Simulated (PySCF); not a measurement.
Input for PySCF: R-B3LYP/3-21G on propylene glycol (SMILES CC(O)CO).

```python
from pyscf import gto, scf, dft, mp
from pyscf.data.elements import chemcore

mol = gto.M(
    atom='''
    C    -1.47510346   -0.36555735   -0.22576631
    C    -0.14304504    0.36470420   -0.26158757
    O     0.16490017    0.96419728    1.00676415
    C     1.02236597   -0.56502808   -0.55182792
    O     2.25474733    0.12951688   -0.59430547
    H    -2.29058470    0.32334603    0.00441570
    H    -1.46241906   -1.14503423    0.53794626
    H    -1.69152969   -0.82557778   -1.19248663
    H    -0.15869330    1.14336761   -1.03412849
    H    -0.43869749    1.69665654    1.16530122
    H     1.04030863   -1.35547456    0.21095868
    H     0.88720459   -1.03484987   -1.52700397
    H     2.29054602    0.66973333    0.20536508
    ''',
    basis='3-21g',
    charge=0, spin=0, verbose=3, max_memory=1800)
mf = dft.RKS(mol, xc='b3lyp')
mf.conv_tol = 1e-8
mf.max_cycle = 100
mf.kernel()
if not mf.converged:
    mf = mf.newton().run(mf.mo_coeff, mf.mo_occ)
```

Output:

```
converged SCF energy = -268.074635897629
```

Self-consistency was reached.

Cost: about 4 core-seconds (a rough figure).
